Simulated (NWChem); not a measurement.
PbHCl, singlet; SMILES [Cl][PbH]

```xyz
3

Pb     0.0207     0.4219     0.0000
H     -1.8366     0.5625     0.0000
Cl     0.0082    -2.0681     0.0000
```
Atoms are numbered in this order, from 1.

Results from NWChem. Low-valent species are run as closed-shell singlets; no triplet was tried in these runs. All runs use the structure optimised with PBE0/def2-SVP. Not confirmed as a minimum by frequencies. def2 effective core potentials on Pb; no spin-orbit coupling. Ions are spin-unrestricted doublets at the neutral geometry; other ion states weren't tried.

For level PBE/def2-SVP:

```
Property                               Value
-------------------------------------  -----
vertical ionisation energy, ΔSCF (eV)   8.97
−ε(HOMO) (eV)                           5.84
```

**Question.** Estimate the same quantities for level PBE0/def2-SVP.

**Answer.** The vertical ionisation energy, ΔSCF (eV) is 9.19 and the −ε(HOMO) (eV) is 6.97.
